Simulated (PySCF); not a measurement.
**Excitation energy of Mo⁺ by level of theory**

Mo⁺ [Kr] 4d5 (6S) → Mo⁺ [Kr] 4d4 5p1 (high-spin determinant), as a difference of total energies. Computed with PySCF 2.14 in aug-cc-pVTZ-PP with ECP28MDF, with a scalar-relativistic core potential. Correlated levels: valence: 4s2 4p6 frozen. The calculations carry no spin-orbit coupling.

| method | excitation energy (cm⁻¹) |
| --- | --- |
| UHF | 44581 |
| LDA | 46683 |
| PBE | 46084 |
| PBE0 | 46900 |
| r2SCAN | 46476 |
| MN15 | 47298 |
| BHandHLYP | 46332 |
| TPSS | 45444 |
| BLYP | 44883 |
| MP2 (valence) | 47375 |
| SCS-MP2 (valence) | 45513 |

The determinant of the upper state mixes LS terms, which raises its energy above the lowest term, most at the Hartree-Fock and MP2 levels.
